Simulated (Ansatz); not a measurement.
Computed with Ansatz on PBE0-D4/def2-TZVP structures; ΔE is electronic, products minus reactants. CBS: MP2 limit from def2 TZ/QZ plus the TZ coupled-cluster correction, frozen cores. Functionals use def2-TZVPP. For Ge outer-core shells are correlated without core-valence functions, which leaves a few kJ/mol of doubt a bond. Scalar relativity is left out up to krypton. One conformer a species, not always the lowest.

Consider the ligand exchange at the Si–S bond: `O[SiH](O)S[SiH](O)O` + `[OH][GeH2][OH]` → `[OH][GeH2][O][SiH](O)O` + `O[SiH](O)S`.

`O[SiH](O)S[SiH](O)O`:

Cartesian coordinates in Å:
```
O 1.599 -2.296 -1.137
Si 0.932 -0.829 -1.359
O -0.681 -0.978 -1.525
S 1.388 0.514 0.270
Si -0.515 0.650 1.205
O -0.409 1.807 2.354
O -1.707 1.064 0.143
H 1.269 -2.839 -0.419
H 1.608 -0.285 -2.551
H -1.251 -0.259 -1.220
H -0.967 -0.640 1.755
H 0.462 2.106 2.617
H -1.729 1.984 -0.134
```

`[OH][GeH2][OH]`:

Z-matrix (Å, degrees):
```
Ge
O 1 1.773
O 1 1.776 2 110.8
H 1 1.525 2 104.9 3 114.7
H 1 1.543 2 109.7 3 -119.9
H 2 0.959 1 113.6 3 70.1
H 3 0.959 1 113.3 2 -91.5
```

`[OH][GeH2][O][SiH](O)O`:

Z-matrix (Å, degrees):
```
Ge
O 1 1.786
O 1 1.764 2 107.8
H 1 1.538 2 107.2 3 120.6
H 1 1.528 2 107.3 3 -115.5
Si 2 1.615 1 129.9 3 -47.0
H 3 0.965 1 109.7 2 43.9
O 6 1.647 2 106.9 1 17.0
O 6 1.638 2 114.5 1 -98.7
H 6 1.477 2 108.3 1 138.3
H 8 0.959 6 116.7 2 -152.6
H 9 0.958 6 118.3 2 -73.9
```

`O[SiH](O)S`:

```xyz
8

O     0.879    1.074   -0.494
Si   -0.374    0.306    0.235
O     0.182   -0.197    1.682
S    -1.126   -1.236   -1.039
H     0.816    1.189   -1.444
H    -1.546    1.164    0.499
H     1.105   -0.453    1.738
H     0.064   -1.846   -1.177
```

Problem. Is it downhill or uphill in electronic energy at CCSD(T)/CBS, and by how much? (Best estimate.)

Solution. Ansatz gave: Downhill: ΔE = -14.9 kcal/mol.

Problem. What do these levels give: PBE0-D4, PBE, PBE0, CCSD(T)/def2-TZVPP, MP2/CBS(def2), CCSD/CBS(def2)? (Best estimate.)

Solution. Ansatz gave: PBE0-D4 -12.0, PBE -11.0, PBE0 -12.7, CCSD(T)/def2-TZVPP -16.0, MP2/CBS(def2) -13.5, CCSD/CBS(def2) -16.2 kcal/mol.

Largest T1 diagnostic among the species: 0.012.

The D4 term adds +1.3 kcal/mol with B3LYP and +0.7 kcal/mol with PBE0; it sums over pairs of atoms, weighted by their polarisabilities, and B3LYP, whose exchange is more repulsive, gets the larger term. In def2-TZVPP, CCSD(T) changes the Hartree–Fock value by +5.4 kcal/mol (the triples alone add +1.3 kcal/mol) and MP2 by +6.8 kcal/mol.

B3LYP here is the variant with VWN-RPA as its local correlation; programs differ in this.
